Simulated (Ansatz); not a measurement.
`OBS[SiH3]` + `CCS` → `CCS[SiH3]` + `OBS`  (ligand exchange at the Si–S bond)

Computed with Ansatz on PBE0-D4/def2-TZVP structures; ΔE is electronic, products minus reactants. CBS: MP2 limit from def2 TZ/QZ plus the TZ coupled-cluster correction, frozen cores. This one scheme is used for every species. DFT in def2-TZVPP. One conformer a species, not always the lowest.

```csv
species,CAM-B3LYP-D4 energy (Eh)
`OBS[SiH3]`,-790.90168
`CCS`,-478.02339
`CCS[SiH3]`,-768.75386
`OBS`,-500.17292
```

**Question.** Work out ΔE.

**Answer.** ΔE = (-768.75386) + (-500.17292) − (-790.90168) − (-478.02339) = -0.00171 Eh = -4.5 kJ/mol. CCSD(T)/CBS gives -4.1 kJ/mol.

Largest T1 diagnostic among the species: 0.014.

Leaving LDA and LC-ωPBE aside and taking each functional with its dispersion term where it has one, the values, not all of them listed here, spread over 2.5 kJ/mol, from ωB97X-V to PBE-D4. LDA lies +3.2 kJ/mol from PBE without D4. In def2-TZVPP, CCSD(T) changes the Hartree–Fock value by +3.9 kJ/mol (the triples alone add +0.9 kJ/mol) and MP2 by +3.2 kJ/mol.
